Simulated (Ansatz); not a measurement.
`CCC#CCC` and `CCC#CCCC` differ in one atom or group.

Ansatz, PBE0-D4/def2-TZVP geometries, multiplicity 1. Each molecule was computed in one conformer, which needn't be the lowest.

| property | `CCC#CCC` |
| --- | --- |
| HOMO energy (B3LYP/def2-TZVPP) / eV | -6.83 |
| HOMO–LUMO gap (ωB97M-V/def2-TZVPP) / eV | 11.90 |
| size of the dipole moment (PBE/def2-TZVPP) / D | 0.12 |
| HOMO–LUMO gap (B3LYP/def2-TZVPP) / eV | 7.67 |
| HOMO energy (PBE/def2-TZVPP) / eV | -5.85 |
| size of the dipole moment (ωB97M-V/def2-TZVPP) / D | 0.14 |

Give the same properties after the change, and the shifts. (Best estimate.)

The calculation gave: 
```csv
property,`CCC#CCCC`,shift
HOMO energy (B3LYP/def2-TZVPP) / eV,-6.83,0.00
HOMO–LUMO gap (ωB97M-V/def2-TZVPP) / eV,11.82,-0.08
size of the dipole moment (PBE/def2-TZVPP) / D,0.16,0.04
HOMO–LUMO gap (B3LYP/def2-TZVPP) / eV,7.62,-0.05
HOMO energy (PBE/def2-TZVPP) / eV,-5.85,0.00
size of the dipole moment (ωB97M-V/def2-TZVPP) / D,0.18,0.04
```

Dipoles are sizes alone; their direction can turn.

B3LYP here is the variant with VWN-RPA as its local correlation; programs differ in this.
